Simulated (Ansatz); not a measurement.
**Nudged elastic band run: CH5NSSi**

Input file:

```yaml
crystal:
  periodic: [false, false, false]
  atoms:
    - { symbol: Si, position_ang: [-0.112397, 1.096138, -0.823826] }
    - { symbol: "N", position_ang: [0.145153, -0.630932, -0.721427] }
    - { symbol: C, position_ang: [0.223637, -1.486861, 0.210569] }
    - { symbol: S, position_ang: [0.098559, -1.317105, 1.995344] }
    - { symbol: H, position_ang: [-1.334953, 1.322699, -1.665107] }
    - { symbol: H, position_ang: [-0.310726, 1.808558, 0.501263] }
    - { symbol: H, position_ang: [1.086417, 1.693253, -1.502291] }
    - { symbol: H, position_ang: [0.400425, -2.564232, -0.017854] }
    - { symbol: H, position_ang: [-0.107515, 0.032281, 2.006228] }
basis:
  gaussian: { orbitals: def2-SVP }
hamiltonian:
  xc: pbe
neb:
  order_check: false
  images: 5
  f_tol: 0.05
  max_iterations: 60
  initial_path: idpp
  final_atoms:
    - { symbol: Si, position_ang: [-0.26997782, 1.18677712, -1.01621805] }
    - { symbol: "N", position_ang: [-0.34067944, -0.54409903, -0.69238021] }
    - { symbol: C, position_ang: [0.00781601, -1.20271976, 0.3329095] }
    - { symbol: S, position_ang: [0.71869033, -0.52637563, 1.84221206] }
    - { symbol: H, position_ang: [-0.71274168, 1.42273727, -2.42842069] }
    - { symbol: H, position_ang: [-1.18972409, 1.92929421, -0.07991409] }
    - { symbol: H, position_ang: [1.13298229, 1.71574079, -0.84472013] }
    - { symbol: H, position_ang: [-0.10880743, -2.31083458, 0.37678529] }
    - { symbol: H, position_ang: [0.85104182, -1.71672138, 2.49264533] }
```

Run as:

```bash
$ ansatz run input.yaml --threads 1 --pin off --max-ram 2048MiB --backend cpu --events-out ev --progress --plain --runs-dir out
```

Output, in part (warnings, iteration lines, the closing report on the highest movable image, with atoms numbered from 0):

```
NEB end point (image 0): max|allowed force component| = 3.890e-3 eV/Å (the criterion of neb.relax_end_points is 1.000e-2)
NEB end point (image 6): max|allowed force component| = 5.632e-3 eV/Å (the criterion of neb.relax_end_points is 1.000e-2)
NEB iter   1: max|band force component| = 2.366e0 eV/Å  barrier→ = 0.7756 eV  barrier← = 0.7368 eV  Δτ_max = 0.2000 Å  (202 SCF iters)
NEB iter   2: max|band force component| = 1.091e0 eV/Å  barrier→ = 0.3897 eV  barrier← = 0.3510 eV  Δτ_max = 0.1086 Å  (168 SCF iters)
NEB iter   3: max|band force component| = 5.321e-1 eV/Å  barrier→ = 0.3695 eV  barrier← = 0.3308 eV  Δτ_max = 0.0566 Å  (148 SCF iters)
NEB iter   4: max|band force component| = 3.661e-1 eV/Å  barrier→ = 0.3548 eV  barrier← = 0.3161 eV  CI = image 3  Δτ_max = 0.0932 Å  (152 SCF iters)
NEB iter   5: max|band force component| = 1.627e-1 eV/Å  barrier→ = 0.3513 eV  barrier← = 0.3125 eV  CI = image 3  Δτ_max = 0.0395 Å  (151 SCF iters)
NEB iter   6: max|band force component| = 7.163e-2 eV/Å  barrier→ = 0.3507 eV  barrier← = 0.3119 eV  CI = image 3  Δτ_max = 0.0893 Å  (153 SCF iters)
NEB iter   7: max|band force component| = 7.085e-2 eV/Å  barrier→ = 0.3505 eV  barrier← = 0.3118 eV  CI = image 3  Δτ_max = 0.0122 Å  (150 SCF iters)
NEB iter   8: max|band force component| = 5.013e-2 eV/Å  barrier→ = 0.3505 eV  barrier← = 0.3117 eV  CI = image 3  Δτ_max = 0.0164 Å  (140 SCF iters)
NEB iter   9: max|band force component| = 3.849e-2 eV/Å  barrier→ = 0.3505 eV  barrier← = 0.3117 eV  CI = image 3  Δτ_max = 0.0000 Å  (304 SCF iters)
Total energy: -21300.92296621 eV, -782.7944807242 hartree
Atom 0 at    -0.598590     1.024449    -0.854863 Å, force    -0.011706    -0.006403    -0.000897 eV/Å
Atom 1 at     0.023797    -0.632488    -0.743159 Å, force    -0.002756    -0.007922    -0.002203 eV/Å
Atom 2 at     0.363787    -1.337883     0.242924 Å, force     0.034070     0.021810     0.014287 eV/Å
Atom 3 at     0.290950    -0.860425     2.043730 Å, force    -0.018096    -0.007917     0.003764 eV/Å
Atom 4 at    -1.687183     0.991247    -1.886243 Å, force     0.000174     0.000395    -0.003352 eV/Å
Atom 5 at    -1.130941     1.615723     0.422471 Å, force     0.005583     0.004522     0.001008 eV/Å
Atom 6 at     0.544475     1.854518    -1.367735 Å, force    -0.000063    -0.000209     0.001099 eV/Å
Atom 7 at     0.739044    -2.377275     0.105625 Å, force    -0.014639    -0.005504    -0.010191 eV/Å
Atom 8 at     1.543260    -0.324067     2.020149 Å, force     0.007433     0.001229    -0.003516 eV/Å
Dipole moment:     0.178969     0.051577     0.033898 e Å
```

The run converged. A vibrational analysis at the climbing image gives one clearly imaginary mode, 349i cm⁻¹, and a faint second one (17i cm⁻¹) that may be numerical noise or a soft torsion: probably a first-order saddle point.

Final band (atoms are numbered from 1 in the order of the input):

```csv
image,path coordinate (Å),energy (eV),dihedral N2–C3–S4–H9 (°)
0,0.00,0.00,0
1,0.74,0.01,-3
2,1.49,0.17,-39
3,2.23,0.35,-89
4,3.07,0.17,-140
5,3.91,0.04,177
6,4.75,0.04,-180
```

Time of the run: 2 min on 1 thread of Arm Neoverse V2, with other jobs on the host, peak memory 0.12 GiB.
